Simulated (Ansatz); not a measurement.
## Worked example: the barrier

An elementary step of Si3NH9ClF, closed shell (Si₃NH₈Cl ([SiH3][N]([SiH3])[SiH2][Cl]) + HF → Si₃NH₈F ([F][SiH2][N]([SiH3])[SiH3]) + HCl; bonds formed: Si1–F7, Cl2–H6; bonds broken: Si1–Cl2, H6–F7). “Start” is the structure reached by relaxing down from the saddle towards the reactants; PBE0-D4/def2-TZVP structures. The saddle:

| atom | x (Å) | y (Å) | z (Å) |
| --- | --- | --- | --- |
| Si1 | 0.6436 | 1.1311 | 0.4836 |
| Cl2 | 3.0080 | 1.6454 | 0.9714 |
| N3 | -0.3424 | -0.0924 | -0.2074 |
| Si4 | -1.1956 | -1.2835 | 0.7472 |
| Si5 | -0.5577 | -0.1373 | -1.9401 |
| H6 | 2.3353 | 0.4062 | 1.6542 |
| F7 | 1.3869 | -0.1677 | 1.6802 |
| H8 | 0.0465 | 1.8908 | 1.5928 |
| H9 | 0.9051 | 1.9697 | -0.7087 |
| H10 | -1.3773 | -0.7561 | 2.1218 |
| H11 | -0.4671 | -2.5760 | 0.7978 |
| H12 | -2.5246 | -1.5106 | 0.1223 |
| H13 | -0.9330 | -1.5295 | -2.3036 |
| H14 | 0.7092 | 0.2318 | -2.6189 |
| H15 | -1.6369 | 0.7782 | -2.3927 |

Program: Ansatz 0.2.0. Basis: def2-TZVPP and def2-QZVPP. Cores are frozen in the correlated methods.

Energies in eV:

| quantity | saddle | start |
| --- | --- | --- |
| Hartree–Fock, triple zeta (X = 3) | -40425.42178 | -40427.25402 |
| Hartree–Fock, quadruple zeta (X = 4) | -40426.73687 | -40428.56451 |
| MP2 correlation, X = 3 | -29.15145 | -28.62083 |
| MP2 correlation, X = 4 | -31.57240 | -31.04405 |
| CCSD(T) correlation, X = 3 | -32.23330 | -31.73548 |

**Question.** Work out the barrier at the basis limit: extrapolate Hartree–Fock as E(X) = E∞ + A exp(−7.88 √X) and the MP2 correlation as E(X) = E∞ + B X^−2.97 (the exponents that Neese and Valeev fitted for def2-TZVPP and QZVPP), then add CCSD(T) − MP2 in triple zeta.

**Answer.** Each step is linear, so take the differences first (saddle − start): Hartree–Fock 1.83224 (X = 3) and 1.82764 (X = 4); MP2 correlation -0.53062 and -0.52835; CCSD(T) correlation -0.49782.
Two points give E∞ = E(4) + w [E(4) − E(3)], with w = 1/(exp(7.88 (2 − √3)) − 1) = 0.1377 for Hartree–Fock and w = 1/((4/3)^2.97 − 1) = 0.7407 for the correlation.
Hartree–Fock: 1.82764 + 0.1377 × (-0.00460) = 1.8270 eV.
MP2 correlation: -0.52835 + 0.7407 × 0.00227 = -0.5267 eV.
CCSD(T) − MP2: -0.49782 − (-0.53062) = 0.0328 eV.
Sum: 1.8270 + (-0.5267) + 0.0328 = 1.3331 eV, or 30.74 kcal/mol. Plain CCSD(T) in triple zeta gives 1.3344 eV, so the larger basis shifts the result by -0.0013 eV.

The T1 diagnostic stays at or below 0.012.

Labels in which every atom is bracketed show which atoms are joined, not bond orders.

For scale, one of the runs: CCSD(T)/def2-TZVPP, 356 basis functions, launched by `ansatz run in.yaml --threads 4 --pin off --events-out ev --progress --plain --max-ram 66560MiB --backend cuda --devices 0, --max-vram 37GiB`. The run took 19 s on 4 CPU threads of an AMD EPYC 7R13 and a share of one NVIDIA H100 (shared host), with 0.86 GiB of host memory at its peak.
